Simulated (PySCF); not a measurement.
Assigning NMR signals

Molfile (atoms numbered from 1):
```
C6H5FO
     RDKit          3D

 13 13  0  0  0  0  0  0  0  0999 V2000
   -1.4174   -1.9811   -0.6040 O   0  0  0  0  0  0  0  0  0  0  0  0
   -0.6520   -0.9095   -0.2722 C   0  0  0  0  0  0  0  0  0  0  0  0
    0.1700   -0.2642   -1.1874 C   0  0  0  0  0  0  0  0  0  0  0  0
    0.9338    0.8254   -0.7954 C   0  0  0  0  0  0  0  0  0  0  0  0
    0.8640    1.2539    0.5133 C   0  0  0  0  0  0  0  0  0  0  0  0
    1.6013    2.3077    0.8963 F   0  0  0  0  0  0  0  0  0  0  0  0
    0.0535    0.6247    1.4387 C   0  0  0  0  0  0  0  0  0  0  0  0
   -0.7075   -0.4613    1.0422 C   0  0  0  0  0  0  0  0  0  0  0  0
   -1.3092   -2.1727   -1.5392 H   0  0  0  0  0  0  0  0  0  0  0  0
    0.2181   -0.6118   -2.2148 H   0  0  0  0  0  0  0  0  0  0  0  0
    1.5786    1.3399   -1.4966 H   0  0  0  0  0  0  0  0  0  0  0  0
    0.0226    0.9876    2.4584 H   0  0  0  0  0  0  0  0  0  0  0  0
   -1.3527   -0.9734    1.7450 H   0  0  0  0  0  0  0  0  0  0  0  0
  1  2  1  0
  2  3  1  0
  3  4  2  0
  4  5  1  0
  5  6  1  0
  5  7  2  0
  7  8  1  0
  8  2  2  0
  1  9  1  0
  3 10  1  0
  4 11  1  0
  7 12  1  0
  8 13  1  0
M  END
```

[PySCF 2.14.0 with density-fitted response routines: geometry: PBE0-D3(BJ)/def2-TZVP; GIAO B97-2/pcSseg-2 shieldings; single conformer; no solvent; averaged over atoms made equivalent by symmetry, fast rotation or ring inversion; relativity neglected]

δ = σ(ref) − σ, references computed at the same level: TMS for 13C, 1H.

Question: Assign these signals to the numbered atoms. 13C{1H} NMR (computed): δ 166.5, 160.5, 122.5, 120.3.

Answer: 
166.5 → C5, aromatic carbon bearing fluorine: an ipso carbon deshielded by its heteroatom
160.5 → C2, aromatic carbon bearing oxygen: the electronegative substituent deshields the carbon that carries it
122.5 → C4/C7, aromatic CH
120.3 → C3/C8, aromatic CH: π donation from the O or N substituent raises the electron density at positions ortho and para to it

Question: Assign these signals to the numbered atoms. 1H NMR (500 MHz, computed): δ 7.13 (m, 2H), 6.84 (m, 2H), 4.01 (br s, 1H).

Answer: 
7.13 → H11/H12, hydrogen on an aromatic CH: ring-current deshielding
6.84 → H10/H13, hydrogen on an aromatic CH
4.01 → H9, hydrogen on a phenol-type oxygen: exchangeable; this is the value without hydrogen bonding to other molecules

OH and NH positions are those of a molecule without intermolecular hydrogen bonds; in solution they move with solvent, concentration and temperature, and exchange usually removes their couplings. Splittings by 19F in the carbon and heteronuclear signals aren't shown, as no couplings were computed. Shifts are as computed. Against solution values, carbons near 30 ppm lie about +3 ppm off and those near 130 ppm about +7 ppm. Of 1211 compounds with measured shifts, 218 miss one by over three times the rms of a fit or turn the order of signals round; such compounds aren't used in these exercises. No couplings were computed; multiplicities are counted from neighbouring protons, with m where these are inequivalent, close in shift, in a saturated or five-membered ring or joined by F or P, and br s for small geminal =CH2 splittings.
